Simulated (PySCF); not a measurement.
Compound: C6H8OSSi.
Bonds: Si1–O2, O2–C3, C3–C4 (aromatic), C4–C5 (aromatic), C5–C6 (aromatic), C6–S7, C6–C8 (aromatic), C8–C9 (aromatic), C3–C9 (aromatic). Hydrogens: H10, H11, H12 on Si1; H13 on C4; H14 on C5; H15 on S7; H16 on C8; H17 on C9.

All values: PBE0/pcSseg-1 and wB97X-D/def2-SVPD (PySCF, non-relativistic), on one gas-phase PBE0-D3(BJ)/def2-SVP geometry that isn't relaxed in the solvent. The solvent is an IEF-PCM continuum (Bondi radii, 1.10 Å for H, scaled by 1.2). The model holds no explicit solvent molecules, cavitation or dispersion.

Gas phase at PBE0/pcSseg-1: HOMO -6.07 eV, LUMO -0.51 eV, dipole 0.93 D.

Question: What does the continuum do to the energy, the frontier levels and the dipole at PBE0/pcSseg-1 in methanol and acetonitrile?

Answer: 
```
     solvent      ε  E(solvent) − E(gas) (kcal/mol)  polarisation term (kcal/mol)  distortion of the solute (kcal/mol)  HOMO (eV)  LUMO (eV)  dipole (D)
    methanol  32.61                           -5.59                         -6.38                                 0.79      -6.14      -0.52        1.01
acetonitrile  35.69                           -5.62                         -6.42                                 0.80      -6.14      -0.52        1.01
```

The first energy column is the sum of the next two and covers electrostatics alone. From methanol to acetonitrile the lowering changes by a factor 1.01, Onsager's factor (ε − 1)/(2ε + 1) by 1.00 and ε itself by 1.1.

Question: Which Hirshfeld charges (PBE0/pcSseg-1) respond most in acetonitrile (means over atoms taken as equivalent)?

Answer: 
```csv
atoms,environment,gas (e),solvent (e),change
S7,thiol sulfur,-0.033,-0.056,-0.023
H15,S–H hydrogen,+0.061,+0.081,+0.020
H14/H16,aromatic hydrogen,+0.050,+0.060,+0.010
C6,substituted aromatic carbon,-0.027,-0.036,-0.009
O2,silyl ether oxygen,-0.199,-0.207,-0.008
C3,aromatic carbon bearing oxygen,+0.072,+0.065,-0.007
```

Question: Which Mayer bond orders change most in acetonitrile?

Answer: 
```tsv
bond	length (Å)	gas	solvent	change
Si1–O2	1.678	0.888	0.872	-0.016
C6–C8	1.399	1.376	1.361	-0.015
S7–H15	1.348	0.927	0.917	-0.010
C3–C4	1.397	1.400	1.391	-0.009
C6–S7	1.769	1.089	1.083	-0.006
C9–C3	1.398	1.374	1.369	-0.005
Si1–H10	1.494	0.921	0.926	+0.005
Si1–H11	1.493	0.920	0.925	+0.005
```

Question: How do the nuclear quadrupole coupling constants eQVzz/h respond in acetonitrile?

Answer: 
```json
{"nucleus": "17O at O2", "Q (barn)": "-0.0256", "gas (MHz)": "-9.97", "solvent (MHz)": "-9.93", "η gas": "0.20", "η solvent": "0.19"}
{"nucleus": "33S at S7", "Q (barn)": "-0.06781", "gas (MHz)": "43.88", "solvent (MHz)": "41.50", "η gas": "0.73", "η solvent": "0.77"}
```

Gas phase at wB97X-D/def2-SVPD: HOMO -7.80 eV, LUMO 1.11 eV, dipole 1.06 D.

Question: What does the continuum do to the energy, the frontier levels and the dipole at wB97X-D/def2-SVPD in acetonitrile?

Answer: 
```
     solvent      ε  E(solvent) − E(gas) (kcal/mol)  polarisation term (kcal/mol)  distortion of the solute (kcal/mol)  HOMO (eV)  LUMO (eV)  dipole (D)
acetonitrile  35.69                           -5.05                         -5.89                                 0.84      -7.86       1.13        1.20
```

Question: How does the static polarisability (wB97X-D/def2-SVPD, frozen core, with the continuum's full static response) change?

Answer: 
| medium | isotropic (au) | principal values (au) | ⟨r²⟩ of the electrons (bohr²) |
| --- | --- | --- | --- |
| gas | 123.5 | 80.5, 114.2, 175.7 | 2311.6 |
| acetonitrile | 171.0 | 116.6, 167.7, 228.8 | 2310.1 |

The isotropic value in acetonitrile is 1.38 times the gas-phase one; no cavity-field correction is applied. ⟨r²⟩ is taken about the centre of nuclear charge.

The values belong to the conformer `[SiH3:1][O:2][c:3]1[cH:4][cH:5][c:6]([SH:7])[cH:8][cH:9]1`: Si1–O2–C3–C4 -178°, H–S7–C6–C5 0°.

wB97X-D is run here without its empirical dispersion term; that term would change no orbital, density or response property at a fixed geometry.
